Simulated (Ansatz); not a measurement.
The first iterations of a band of H4Sn (5 atoms, charge 0, multiplicity 1).

Theory: Ansatz, RKS PBE/def2-SVP.

```yaml
movable_images: 7
climbing_image: yes
spring: 5.0 eV/Å²
optimiser: quadratic models (default)
start_path: through a guess of the saddle point
force_threshold: 0.03 eV/Å
iteration_limit: 60
end_points: relaxed
```

First end point:

```xyz
5
Properties=species:S:1:pos:R:3
Sn 0.284 0.000 0.201
H 0.284 0.000 1.926
H 1.910 0.000 -0.374
H -0.529 1.408 -0.374
H -0.529 -1.408 -0.374
```

Last end point:

```xyz
5
Properties=species:S:1:pos:R:3
Sn 0.210 0.000 -0.963
H 0.968 0.000 1.270
H 1.644 0.000 0.861
H -0.702 1.278 -0.081
H -0.702 -1.278 -0.081
```

| iteration | highest image above the first end (eV) | largest band force component (eV/Å) |
| --- | --- | --- |
| 1 | 3.304 | 2.926 |
| 2 | 2.580 | 1.400 |

Q: Does the band converge within its limit, and where does its top end?

A: The forces met the threshold. It ended after 8 iterations with the highest image 1.843 eV above the first end. A vibrational analysis at the climbing image gives one clearly imaginary mode, 1098i cm⁻¹: a first-order saddle point. The orbitals stay closed-shell, which can raise the energy where a bond breaks towards radicals; this wasn't checked here.

The run took 21 s on 1 thread of AMD EPYC 9R45 96-Core Processor (Zen 5), with other jobs on the host, peak memory 0.11 GiB.
